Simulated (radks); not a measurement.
Task: Ho LXIV, 4 electrons, occupied as 1s1.75 2s2 3d0.25 (fractional occupations, a model configuration). Method: Dirac Kohn-Sham, BP86, spin-unpolarised, spherical densities, finite nucleus; open shells fill j = l - 1/2 first; Fermi nuclear charge, rms radius 5.2022 fm; computed with a radial shooting solver on a logarithmic mesh with Libxc functionals.

Spin-orbit splittings of the eigenvalues, e(l+1/2) - e(l-1/2), with zeta = 2 splitting/(2l+1) and mean radii in bohr:

shell  occ.  splitting (eV)  zeta (eV)  <r> j=l-1/2  <r> j=l+1/2
2p        0           986.6      657.7      0.06855      0.07502
3d     0.25               ?          ?       0.1588       0.1619

Estimate the 3d splitting.

Result: 80.34 eV (zeta = 32.14 eV).
